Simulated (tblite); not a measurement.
C6H11ClO2Si.
Numbering: `[CH3:1][O:2]/[C:3]([CH3:4])=[C:5](/[CH:6]=[O:7])[CH2:8][SiH2:9][Cl:10]` (hydrogens: H11, H12, H13 on C1; H14, H15, H16 on C4; H17 on C6; H18, H19 on C8; H20, H21 on Si9)

Computed with GFN2-xTB (tblite), gas phase: L-BFGS steps from a force-field or distance-geometry start until the largest atomic force falls under 0.01 eV/Å.

The end geometry, which sets the zero of energy:
```
atom  x, y, z in Å
C1     -0.7769   -1.6039   -1.6583
O2     -0.4326   -1.0436   -0.4129
C3     -0.6872    0.2662   -0.1571
C4     -1.5851    1.0131   -1.0859
C5     -0.0716    0.7490    0.9509
C6     -0.1909    2.1095    1.4300
O7      0.4005    2.5573    2.3879
C8      0.8402   -0.1601    1.7246
Si9     2.1450   -1.0247    0.6356
Cl10    2.4158   -0.0036   -1.0928
H11    -0.4269   -2.6340   -1.6219
H12    -1.8575   -1.5976   -1.8232
H13    -0.2754   -1.0855   -2.4797
H14    -2.5401    0.4967   -1.1879
H15    -1.7731    2.0181   -0.7283
H16    -1.1274    1.0795   -2.0734
H17    -0.8756    2.7634    0.8573
H18     1.3159    0.4396    2.5013
H19     0.2492   -0.9273    2.2273
H20     3.4416   -0.9929    1.3121
H21     1.8030   -2.4023    0.2938
```

Problem. These geometries come from the run, each turned onto the end geometry. Order them by energy, lowest first.
A.
```
atom  x, y, z in Å
C1     -0.8014   -1.6148   -1.6522
O2     -0.4230   -1.0408   -0.4227
C3     -0.6848    0.2662   -0.1598
C4     -1.5669    1.0205   -1.0977
C5     -0.0718    0.7472    0.9509
C6     -0.1916    2.1091    1.4262
O7      0.4250    2.5724    2.3606
C8      0.8418   -0.1587    1.7266
Si9     2.1481   -1.0260    0.6415
Cl10    2.4528    0.0288   -1.0602
H11    -0.3677   -2.6138   -1.6554
H12    -1.8887   -1.6968   -1.7427
H13    -0.4033   -1.0524   -2.5006
H14    -2.5062    0.4896   -1.2489
H15    -1.7869    2.0119   -0.7213
H16    -1.0730    1.1256   -2.0641
H17    -0.9074    2.7485    0.8754
H18     1.3193    0.4456    2.4994
H19     0.2514   -0.9222    2.2360
H20     3.4322   -1.0313    1.3428
H21     1.7929   -2.3916    0.2654
```
B.
```
atom  x, y, z in Å
C1     -0.7778   -1.6394   -1.6411
O2     -0.4882   -1.0692   -0.3857
C3     -0.7149    0.2475   -0.1470
C4     -1.6350    1.0390   -1.0250
C5     -0.0594    0.7439    0.9320
C6     -0.1099    2.1417    1.3062
O7      0.5062    2.6331    2.2258
C8      0.8490   -0.1466    1.7278
Si9     2.1144   -1.0709    0.6442
Cl10    2.4397   -0.0081   -1.0467
H11    -0.3541   -2.6418   -1.6065
H12    -1.8532   -1.7218   -1.8208
H13    -0.3087   -1.0778   -2.4520
H14    -2.1707    0.4054   -1.7248
H15    -2.3666    1.5676   -0.4201
H16    -1.0704    1.7757   -1.5936
H17    -0.7460    2.7788    0.6653
H18     1.3628    0.4818    2.4569
H19     0.2634   -0.8782    2.2859
H20     3.3936   -1.1228    1.3529
H21     1.7165   -2.4211    0.2658
```
C.
```
atom  x, y, z in Å
C1     -0.5930   -1.4408   -1.9043
O2     -0.1527   -0.8591   -0.7002
C3     -0.6199    0.3271   -0.2489
C4     -1.8079    0.9720   -0.9029
C5      0.0237    0.8484    0.8226
C6     -0.3982    2.0920    1.4422
O7      0.1483    2.5976    2.3971
C8      1.2179    0.2101    1.4769
Si9     1.9451   -1.4181    0.8292
Cl10    2.8580   -1.2147   -0.9623
H11     0.0403   -2.3154   -2.0483
H12    -1.6382   -1.7588   -1.8375
H13    -0.4583   -0.7657   -2.7541
H14    -2.1049    0.4476   -1.8059
H15    -2.6515    0.9750   -0.2134
H16    -1.5848    2.0032   -1.1664
H17    -1.2822    2.5810    0.9912
H18     2.0090    0.9671    1.4976
H19     0.9639    0.0602    2.5295
H20     3.0347   -1.7295    1.7625
H21     1.0417   -2.5623    0.7948
```
D.
```
atom  x, y, z in Å
C1     -0.6367   -1.4059   -1.9396
O2     -0.0866   -0.8977   -0.7424
C3     -0.5341    0.2768   -0.2543
C4     -1.7461    0.9032   -0.8805
C5      0.0850    0.8344    0.8209
C6     -0.4117    2.0684    1.3967
O7      0.0595    2.6475    2.3511
C8      1.2656    0.2356    1.5151
Si9     1.9551   -1.3911    0.8515
Cl10    2.8342   -1.1494   -0.9561
H11    -0.0745   -2.3087   -2.1684
H12    -1.6984   -1.6607   -1.8287
H13    -0.5269   -0.7048   -2.7757
H14    -2.1052    0.4174   -1.7857
H15    -2.5632    0.8787   -0.1602
H16    -1.5154    1.9396   -1.1066
H17    -1.3124    2.4716    0.8988
H18     2.0181    1.0185    1.6005
H19     1.0008    0.0746    2.5601
H20     3.0356   -1.7873    1.7531
H21     0.9484   -2.4437    0.8495
```
E.
```
atom  x, y, z in Å
C1     -0.8723   -1.6404   -1.6236
O2     -0.4621   -1.0579   -0.4096
C3     -0.6932    0.2568   -0.1607
C4     -1.5370    1.0416   -1.1095
C5     -0.0647    0.7348    0.9425
C6     -0.1337    2.1065    1.3924
O7      0.5186    2.5708    2.3017
C8      0.8084   -0.2010    1.7258
Si9     2.1852   -0.9799    0.6608
Cl10    2.4054    0.0584   -1.0607
H11    -0.4180   -2.6294   -1.6364
H12    -1.9598   -1.7488   -1.6726
H13    -0.5218   -1.0717   -2.4874
H14    -2.3757    0.4464   -1.4688
H15    -1.9229    1.9390   -0.6381
H16    -0.9350    1.3365   -1.9725
H17    -0.8481    2.7499    0.8458
H18     1.2354    0.3554    2.5598
H19     0.1971   -1.0015    2.1429
H20     3.4654   -0.8785    1.3598
H21     1.9197   -2.3700    0.3078
```

Solution. A (0.003 eV), E (0.015 eV), B (0.043 eV), C (0.158 eV), D (0.272 eV).

In the order of the answer:

```json
{"step": "182", "E above end (eV)": "0.003", "largest force (eV/Å)": "0.02", "rms force component (eV/Å)": "0.008", "rms distance from end (Å)": "0.055", "rms bond change (Å)": "0.000", "bond most changed (Å)": "C1–H12 +0.001"}
{"step": "162", "E above end (eV)": "0.015", "largest force (eV/Å)": "0.06", "rms force component (eV/Å)": "0.020", "rms distance from end (Å)": "0.154", "rms bond change (Å)": "0.001", "bond most changed (Å)": "Si9–Cl10 -0.003"}
{"step": "119", "E above end (eV)": "0.043", "largest force (eV/Å)": "0.05", "rms force component (eV/Å)": "0.019", "rms distance from end (Å)": "0.309", "rms bond change (Å)": "0.002", "bond most changed (Å)": "C3–C4 +0.006"}
{"step": "32", "E above end (eV)": "0.158", "largest force (eV/Å)": "0.04", "rms force component (eV/Å)": "0.013", "rms distance from end (Å)": "0.802", "rms bond change (Å)": "0.004", "bond most changed (Å)": "C8–Si9 -0.010"}
{"step": "8", "E above end (eV)": "0.272", "largest force (eV/Å)": "0.39", "rms force component (eV/Å)": "0.124", "rms distance from end (Å)": "0.815", "rms bond change (Å)": "0.006", "bond most changed (Å)": "C8–Si9 -0.020"}
```

What follows is the cost of the whole relaxation. Time: 2.4 s of wall time. Hardware: one thread of an Arm Neoverse V1, shared host with 32 logical CPUs at a one-minute load of 4.3.
